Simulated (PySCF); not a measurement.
**Polarisability and C₆ of Mn⁺ (manganese, charge +1)**

[Ar] 3d5 4s1, high-spin 7S determinant. Computed with PySCF 2.14 in aug-cc-pwCVTZ, with the non-relativistic Hamiltonian (point nucleus). Coupled (time-dependent) response in atomic units; α is the mean over directions.

| method | mean α (bohr³) | C₆ (like pair) | S(−4) |
| --- | --- | --- | --- |
| r2SCAN0 | 31.39 | 169.7 | 788.4 |

S(−4) is the Cauchy moment in α(ω) = α(0) + S(−4) ω² + …

α(iu) at r2SCAN0:

| u (hartree) | α(iu) (bohr³) |
| --- | --- |
| 0 | 31.39 |
| 0.0500 | 29.55 |
| 0.100 | 25.26 |
| 0.200 | 16.62 |
| 0.300 | 11.27 |
| 0.500 | 6.380 |
| 0.750 | 4.039 |
| 1.00 | 2.938 |
| 1.50 | 1.865 |
| 2.00 | 1.329 |
| 3.00 | 0.7892 |
| 5.00 | 0.3770 |

A single London oscillator, α(iu) = α/(1 + u²/ω²), gives C₆ = (3/4) ω α². Matching the computed C₆ needs ω = 4 × 169.7 / (3 × 31.39²) = 0.230 hartree.

For an ion, C₆ is the dispersion term alone; charge-induced terms of lower order in 1/R come first.
